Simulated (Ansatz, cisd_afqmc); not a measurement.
Species: Bi, charge 0, quartet.

Total energies in def2-QZVPPD, 5 correlated electrons, 9 frozen orbitals. Open shells are spin-unrestricted; no spin-orbit coupling. Cores are frozen in correlated methods (noble-gas shells, and filled d and f shells in the p block). Past Kr the def2 sets carry scalar-relativistic core potentials. AFQMC/CISD: phaseless, guided by CISD from CCSD amplitudes; bars are statistical, one sigma. Outlying blocks are dropped, and bars are widened where a walk drifts. Over all cases where full CI ran beside it in this data, AFQMC minus full CI had a median of +0.1 mEh and passed +0.4 mEh in a tenth of the cases. Spin-orbit terms, left out, reach several kcal/mol for Br and I, and more for heavier atoms.

```json
[
 {"method": "HF", "program": "Ansatz", "energy (Eh)": "-213.59451", "minus CCSDT(Q) (mEh)": "67.41"},
 {"method": "MP2", "program": "Ansatz", "energy (Eh)": "-213.65032", "minus CCSDT(Q) (mEh)": "11.61"},
 {"method": "CCSD", "program": "Ansatz", "energy (Eh)": "-213.65942", "minus CCSDT(Q) (mEh)": "2.51"},
 {"method": "CCSD(T)", "program": "Ansatz", "energy (Eh)": "-213.66152", "minus CCSDT(Q) (mEh)": "0.41"},
 {"method": "CCSDT(Q)", "program": "Ansatz", "energy (Eh)": "-213.66192", "minus CCSDT(Q) (mEh)": "0.00"},
 {"method": "AFQMC/CISD", "program": "cisd_afqmc", "energy (Eh)": "-213.6620 ± 0.0001", "minus CCSDT(Q) (mEh)": "0.0 ± 0.1"}
]
```

Ansatz is a quantum-chemistry and plane-wave program.
